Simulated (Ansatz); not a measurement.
Consider the ligand exchange at the Si–C bond: `C=CC[SiH](F)Cl` + HCl → `F[SiH](Cl)Cl` + `C=CC`.

Calculated with Ansatz (gas phase, PBE0-D4/def2-TZVP geometries, no zero-point term in ΔE). CBS: MP2 limit from def2 TZ/QZ plus the TZ coupled-cluster correction, frozen cores. This one scheme is used for every species. DFT in def2-TZVPP. Each species was taken in one conformer, which may not be the lowest.

Is it downhill or uphill in electronic energy at CCSD(T)/CBS, and by how much? (Estimate.)

Ansatz gave: Downhill: ΔE = -91.1 kJ/mol.

What do these levels give: PBE-D4, r2SCAN-D4, ωB97X-V, ωB97M-V, PBE0, SCS-MP2/def2-TZVPP, CCSD/def2-TZVPP, HF/def2-QZVPP, SCS-MP2/def2-QZVPP, HF/CBS(def2), MP2/CBS(def2), CCSD/CBS(def2)? (Estimate.)

Ansatz gave: PBE-D4 -88.9, r2SCAN-D4 -94.8, ωB97X-V -92.1, ωB97M-V -92.3, PBE0 -94.7, SCS-MP2/def2-TZVPP -92.1, CCSD/def2-TZVPP -89.6, HF/def2-QZVPP -105.7, SCS-MP2/def2-QZVPP -94.1, HF/CBS(def2) -105.8, MP2/CBS(def2) -93.7, CCSD/CBS(def2) -92.6 kJ/mol.

Largest T1 diagnostic among the species: 0.011.

In def2-TZVPP, CCSD(T) changes the Hartree–Fock value by +17.1 kJ/mol (the triples alone add +1.5 kJ/mol) and MP2 by +14.4 kJ/mol. The D4 term adds +6.9 kJ/mol with B3LYP and +4.3 kJ/mol with PBE0; it sums over pairs of atoms, weighted by their polarisabilities, and B3LYP, whose exchange is more repulsive, gets the larger term.

B3LYP here is the variant with VWN-RPA as its local correlation; programs differ in this.
